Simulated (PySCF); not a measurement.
Molecule (SMILES): F[SiH] (F-SiH) (closed-shell singlet).
Geometry (B3LYP-D3(BJ)/def2-TZVP, fixed):
```xyz
3

Si    -0.2468    -0.3148     0.4521
H     -0.9813    -1.2112    -0.5591
F      0.4929     0.6243    -0.6411
```

Basis-set convergence of the isotropic shielding of F3 at PBE with PySCF. GIAO, no density fitting; atoms are numbered in the order shown. All functions are spherical. No added dispersion term, no relativity. Reference: the value in pcSseg-3, 19.47 ppm, itself unsure by roughly 6.79 ppm (its mean distance from pcseg-3, pcSseg-2). Deviations are taken from unrounded values.

```json
[
 {"basis": "6-31G*", "functions": "34", "isotropic shielding of F3 (ppm)": "-29.58"},
 {"basis": "6-31+G*", "functions": "42", "isotropic shielding of F3 (ppm)": "41.49"},
 {"basis": "def2-SVP", "functions": "37", "isotropic shielding of F3 (ppm)": "-15.35"},
 {"basis": "def2-SVPD", "functions": "55", "isotropic shielding of F3 (ppm)": "46.36"},
 {"basis": "pcseg-1", "functions": "37", "isotropic shielding of F3 (ppm)": "-15.42"},
 {"basis": "aug-pcseg-1", "functions": "59", "isotropic shielding of F3 (ppm)": "29.82"},
 {"basis": "cc-pV(D+d)Z", "functions": "42", "isotropic shielding of F3 (ppm)": "-17.11"},
 {"basis": "aug-cc-pV(D+d)Z", "functions": "64", "isotropic shielding of F3 (ppm)": "42.38"},
 {"basis": "6-311G**", "functions": "50", "isotropic shielding of F3 (ppm)": "-45.01"},
 {"basis": "6-311+G**", "functions": "58", "isotropic shielding of F3 (ppm)": "14.62"},
 {"basis": "def2-TZVP", "functions": "74", "isotropic shielding of F3 (ppm)": "12.24"},
 {"basis": "def2-TZVPD", "functions": "92", "isotropic shielding of F3 (ppm)": "26.84"},
 {"basis": "pcseg-2", "functions": "78", "isotropic shielding of F3 (ppm)": "5.20"},
 {"basis": "aug-pcseg-2", "functions": "119", "isotropic shielding of F3 (ppm)": "21.19"},
 {"basis": "cc-pV(T+d)Z", "functions": "83", "isotropic shielding of F3 (ppm)": "8.30"},
 {"basis": "aug-cc-pV(T+d)Z", "functions": "124", "isotropic shielding of F3 (ppm)": "35.34"},
 {"basis": "def2-TZVPP", "functions": "87", "isotropic shielding of F3 (ppm)": "12.51"},
 {"basis": "def2-TZVPPD", "functions": "105", "isotropic shielding of F3 (ppm)": "27.05"},
 {"basis": "def2-QZVPP", "functions": "157", "isotropic shielding of F3 (ppm)": "23.55"},
 {"basis": "def2-QZVPPD", "functions": "175", "isotropic shielding of F3 (ppm)": "25.63"}
]
```

What the diffuse functions change, pair by pair:
- 6-31G* to 6-31+G*: 8 more functions, deviation -49.04 to 22.02 ppm
- def2-SVP to def2-SVPD: 18 more functions, deviation -34.82 to 26.89 ppm
- pcseg-1 to aug-pcseg-1: 22 more functions, deviation -34.89 to 10.36 ppm
- cc-pV(D+d)Z to aug-cc-pV(D+d)Z: 22 more functions, deviation -36.58 to 22.91 ppm
- 6-311G** to 6-311+G**: 8 more functions, deviation -64.48 to -4.85 ppm
- def2-TZVP to def2-TZVPD: 18 more functions, deviation -7.23 to 7.37 ppm
- pcseg-2 to aug-pcseg-2: 41 more functions, deviation -14.27 to 1.73 ppm
- cc-pV(T+d)Z to aug-cc-pV(T+d)Z: 41 more functions, deviation -11.17 to 15.87 ppm
- def2-TZVPP to def2-TZVPPD: 18 more functions, deviation -6.95 to 7.58 ppm
- def2-QZVPP to def2-QZVPPD: 18 more functions, deviation 4.08 to 6.17 ppm

They bring the value nearer the reference by more than 6.79 ppm in 6 of 10 pairs.
